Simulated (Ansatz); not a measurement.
WSe2⁺, 3 atoms. Hardware: 4 threads of Intel Xeon Platinum 8488C on a shared host.

In the def2 sets W takes a core potential; there is no spin–orbit coupling.

**Question.** How many basis functions does each of these Ansatz runs have, and roughly what does it cost? B3LYP-D4/def2-TZVP, charge 1 doublet, energy, from earlier orbitals; PBE0-D4/def2-SVP, charge 1 doublet, energy, from earlier orbitals; r2SCAN-D4/def2-TZVP, charge 0 singlet at the geometry of the charge 1 doublet, energy, from earlier orbitals; BLYP-D4/def2-TZVP, charge 1 doublet, energy, from earlier orbitals; PBE0-D4/def2-TZVP, charge 1 quartet, energy, from earlier orbitals; B3LYP-D4/def2-TZVP, charge 1 quartet, energy, from earlier orbitals; r2SCAN-D4/def2-TZVP, charge 1 quartet, energy, from earlier orbitals; PBE0-D4/def2-TZVP, charge 1 quartet, relaxation, 4 steps; PBE-D4/def2-SVP, charge 1 doublet, energy, from earlier orbitals; B97M-V/def2-TZVP, charge 1 doublet, energy, from earlier orbitals; ωB97X-V/def2-TZVP, charge 1 quartet, energy, from earlier orbitals; r2SCAN-D4/def2-TZVP, charge 0 triplet at the geometry of the charge 1 doublet, energy, from earlier orbitals.

**Answer.** Other jobs shared the machine, so times can vary by a factor of up to 3. A dash marks memory too small to be measured apart from the calling script's.

```json
{"run": "PBE-D4/def2-SVP, charge 1 doublet, energy, from earlier orbitals", "functions": "96", "fitting or Cholesky vectors": "999", "wall time": "1.2 s", "peak host memory (GiB)": "–"}
{"run": "BLYP-D4/def2-TZVP, charge 1 doublet, energy, from earlier orbitals", "functions": "136", "fitting or Cholesky vectors": "1098", "wall time": "1.9 s", "peak host memory (GiB)": "–"}
{"run": "r2SCAN-D4/def2-TZVP, charge 0 singlet at the geometry of the charge 1 doublet, energy, from earlier orbitals", "functions": "136", "fitting or Cholesky vectors": "1098", "wall time": "1.9 s", "peak host memory (GiB)": "–"}
{"run": "PBE0-D4/def2-SVP, charge 1 doublet, energy, from earlier orbitals", "functions": "96", "fitting or Cholesky vectors": "931", "wall time": "2.6 s", "peak host memory (GiB)": "–"}
{"run": "PBE0-D4/def2-TZVP, charge 1 quartet, energy, from earlier orbitals", "functions": "136", "fitting or Cholesky vectors": "1028", "wall time": "2.6 s", "peak host memory (GiB)": "–"}
{"run": "B3LYP-D4/def2-TZVP, charge 1 quartet, energy, from earlier orbitals", "functions": "136", "fitting or Cholesky vectors": "1028", "wall time": "2.8 s", "peak host memory (GiB)": "–"}
{"run": "r2SCAN-D4/def2-TZVP, charge 1 quartet, energy, from earlier orbitals", "functions": "136", "fitting or Cholesky vectors": "1098", "wall time": "3.2 s", "peak host memory (GiB)": "–"}
{"run": "B3LYP-D4/def2-TZVP, charge 1 doublet, energy, from earlier orbitals", "functions": "136", "fitting or Cholesky vectors": "1029", "wall time": "4.2 s", "peak host memory (GiB)": "–"}
{"run": "B97M-V/def2-TZVP, charge 1 doublet, energy, from earlier orbitals", "functions": "136", "fitting or Cholesky vectors": "1098", "wall time": "6.5 s", "peak host memory (GiB)": "–"}
{"run": "ωB97X-V/def2-TZVP, charge 1 quartet, energy, from earlier orbitals", "functions": "136", "fitting or Cholesky vectors": "1028", "wall time": "7 s", "peak host memory (GiB)": "0.63"}
{"run": "r2SCAN-D4/def2-TZVP, charge 0 triplet at the geometry of the charge 1 doublet, energy, from earlier orbitals", "functions": "136", "fitting or Cholesky vectors": "1098", "wall time": "9 s", "peak host memory (GiB)": "–"}
{"run": "PBE0-D4/def2-TZVP, charge 1 quartet, relaxation, 4 steps", "functions": "136", "fitting or Cholesky vectors": "1097", "wall time": "9.5 s", "peak host memory (GiB)": "–"}
```
